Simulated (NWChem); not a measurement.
C$_{3}$H$_{4}$F$_{2}$Si; SMILES C(F)(F)=C=C[SiH3]

```xyz
10

F      1.0948    -2.2096     0.2024
C      0.0000    -1.4916    -0.0464
F     -1.0955    -2.2077     0.2048
C      0.0006    -0.2646    -0.4868
C      0.0013     0.9855    -0.8799
Si     0.0036     2.4417     0.3209
H      0.0004     1.1989    -1.9540
H      1.2069     3.2846     0.0861
H      0.0079     1.9315     1.7135
H     -1.2025     3.2825     0.0935
```
Atoms are numbered in this order, from 1.

All runs: NWChem. Pople sets run with spherical d functions. Geometry: optimised at B3LYP/6-31G* (spherical d). GIAO values for the isolated, static molecule; σ is the absolute isotropic shielding, δ = σ(reference) − σ with the isolated reference molecule computed at the same levels (13C: tetramethylsilane, 19F: trichlorofluoromethane, 1H: tetramethylsilane, 29Si: tetramethylsilane).

| level | δ F1 (ppm) | δ C2 (ppm) | δ C4 (ppm) | δ C5 (ppm) | δ Si6 (ppm) | δ H7 (ppm) | δ H8 (rotor mean) (ppm) |
|---|---|---|---|---|---|---|---|
| LDA (Slater exchange, VWN5)/pcSseg-1 | -133.0 | 181.1 | 221.7 | 128.4 | -78.6 | 7.33 | 4.59 |
| B3LYP/6-31G* | -118.2 | 155.8 | 194.6 | 105.0 | -41.5 | 6.42 | 4.36 |
| PBE0/pcSseg-1 | ? | ? | ? | ? | ? | ? | 4.35 |

**Question.** Fill in the missing entries.

**Answer.** 
- PBE0/pcSseg-1, δ F1 (ppm): -119.4
- PBE0/pcSseg-1, δ C2 (ppm): 173.4
- PBE0/pcSseg-1, δ C4 (ppm): 213.5
- PBE0/pcSseg-1, δ C5 (ppm): 121.3
- PBE0/pcSseg-1, δ Si6 (ppm): -70.1
- PBE0/pcSseg-1, δ H7 (ppm): 7.08
